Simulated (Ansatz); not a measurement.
Reaction (ligand exchange at a Ge–S bond): `[CH3][GeH]([NH2])[SH]` + H–F → `[CH3][GeH]([NH2])[F]` + H₂S

Computed with Ansatz on PBE0-D4/def2-TZVP structures; ΔE is electronic, products minus reactants. CBS: MP2 limit from def2 TZ/QZ plus the TZ coupled-cluster correction, frozen cores. This one scheme is used for every species. DFT in def2-TZVPP. B3LYP here is the variant with VWN-RPA as its local correlation; programs differ in this. For Ge outer-core shells are correlated without core-valence functions, which leaves a few kJ/mol of doubt a bond. Scalar relativity is left out up to krypton. Each species was taken in one conformer, which may not be the lowest.

CCSD(T)/CBS gives -6.8 kcal/mol.

Q: Another level gave -8.2 kcal/mol. Which?
A. SCS-MP2/def2-TZVPP
B. B3LYP/def2-TZVPP
C. PBE0-D4/def2-TZVPP
D. ωB97X-V/def2-TZVPP

A: A. SCS-MP2/def2-TZVPP -8.2, ωB97X-V -9.6, B3LYP -10.7, PBE0-D4 -6.0 kcal/mol.

Largest T1 diagnostic among the species: 0.011.

The D4 term adds +2.1 kcal/mol with B3LYP and +1.2 kcal/mol with PBE0; it sums over pairs of atoms, weighted by their polarisabilities, and B3LYP, whose exchange is more repulsive, gets the larger term. In def2-TZVPP, CCSD(T) changes the Hartree–Fock value by +4.8 kcal/mol (the triples alone add +0.7 kcal/mol) and MP2 by +6.3 kcal/mol.
